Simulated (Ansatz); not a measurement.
Consider the cleavage of the Si–Si bond: `B[SiH2][SiH2][SiH3]` + `[OH][Sn][O][SiH3]` → `[SiH3][O][Sn][O][SiH3]` + `B[SiH2][SiH3]`.

Computed with Ansatz on PBE0-D4/def2-TZVP structures; ΔE is electronic, products minus reactants. CCSD(T)/CBS adds triple-zeta CCSD(T) − MP2 to the extrapolated MP2 energy (def2 sets, frozen cores). DFT in def2-TZVPP. def2 core potentials past Kr. For Sn outer-core shells are correlated without core-valence functions, which leaves a few kJ/mol of doubt a bond. One conformer a species, not always the lowest.

`B[SiH2][SiH2][SiH3]`:

Cartesian coordinates in Å:
```
B -0.177 -0.996 -2.030
Si 1.358 -0.783 -0.784
Si 0.276 -0.335 1.262
Si -1.090 1.549 1.047
H -0.670 -0.044 -2.560
H -0.703 -2.058 -2.186
H 2.230 0.391 -1.072
H 2.209 -1.993 -0.612
H -0.556 -1.506 1.657
H 1.298 -0.113 2.323
H -2.143 1.277 0.031
H -0.283 2.712 0.590
H -1.748 1.899 2.335
```

`[OH][Sn][O][SiH3]`:

Cartesian coordinates in Å:
```
O 2.357 0.676 -0.146
Sn 1.885 -0.473 1.385
O -0.052 -0.674 0.978
Si -1.184 -0.223 -0.102
H 1.639 0.908 -0.744
H -2.284 0.518 0.572
H -0.608 0.677 -1.150
H -1.753 -1.410 -0.793
```

`[SiH3][O][Sn][O][SiH3]`:

Z-matrix (Å, degrees):
```
Si
O 1 1.633
H 1 1.490 2 111.2
H 1 1.488 2 110.7 3 -120.6
H 1 1.488 2 109.5 3 119.6
Sn 2 1.972 1 147.5 3 28.0
O 6 1.972 2 98.4 1 9.8
Si 7 1.633 6 148.4 2 10.1
H 8 1.488 7 109.5 6 146.6
H 8 1.488 7 110.7 6 -93.6
H 8 1.490 7 111.2 6 27.0
```

`B[SiH2][SiH3]`:

Z-matrix (Å, degrees):
```
Si
Si 1 2.356
B 1 1.988 2 102.8
H 1 1.490 2 107.3 3 -121.5
H 1 1.490 2 107.3 3 121.4
H 2 1.488 1 110.0 3 -178.7
H 2 1.487 1 110.4 3 61.4
H 2 1.487 1 110.5 3 -58.7
H 3 1.195 1 120.8 2 87.2
H 3 1.195 1 120.9 2 -87.0
```

**Question.** Is it downhill or uphill in electronic energy at CCSD(T)/CBS, and by how much? (Estimate.)

**Answer.** Ansatz gave: Downhill: ΔE = -22.9 kcal/mol.

**Question.** What do these levels give: revPBE-D4, r2SCANh-D4, r2SCAN, BHLYP, CCSD(T)/def2-SVP, SCS-MP2/def2-TZVPP? (An estimate is asked.)

**Answer.** Ansatz gave: revPBE-D4 -16.6, r2SCANh-D4 -21.2, r2SCAN -20.6, BHLYP -26.0, CCSD(T)/def2-SVP -23.1, SCS-MP2/def2-TZVPP -25.8 kcal/mol.

Largest T1 diagnostic among the species: 0.016.

Leaving LDA and LC-ωPBE aside and taking each functional with its dispersion term where it has one, the values, not all of them listed here, spread over 10.0 kcal/mol, from BHLYP-D4 to PBE-D4. From PBE to PBE0 (25 % exact exchange), in def2-TZVPP and without D4, ΔE moves by −2.2 kcal/mol. In def2-TZVPP, CCSD(T) changes the Hartree–Fock value by +7.2 kcal/mol (the triples alone add +1.1 kcal/mol) and MP2 by +5.8 kcal/mol.
